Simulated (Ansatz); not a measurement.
ClGaH2 (SMILES [Cl][GaH2]) moved off its minimum; all values from Ansatz (an electronic-structure program), cores frozen in correlated methods.
(charge 0, multiplicity 1)
```xyz
4

Ga    -0.11326    -0.24944    -0.62407
H     -1.47195    -0.35994    -1.31118
H      1.33078    -0.65676    -1.19185
Cl     0.01287     0.32898     1.43471
```

Forces at PBE/def2-TZVPP (eV/Å):

```json
[
 {"atom": "Ga1", "Fx": "1.078", "Fy": "-0.426", "Fz": "-0.221"},
 {"atom": "H2", "Fx": "-0.519", "Fy": "0.083", "Fz": "-0.166"},
 {"atom": "H3", "Fx": "-0.447", "Fy": "0.185", "Fz": "0.079"},
 {"atom": "Cl4", "Fx": "-0.113", "Fy": "0.158", "Fz": "0.307"}
]
```

Give the forces (eV/Å), the total energy and the dipole at CCSD(T)/def2-TZVPPD.


```
atom      Fx      Fy      Fz
----  ------  ------  ------
Ga1    1.170  -0.406  -0.120
H2    -0.694   0.061  -0.294
H3    -0.361   0.149  -0.006
Cl4   -0.116   0.196   0.421
```
Energy -2384.2849 hartree, dipole 1.94 D.
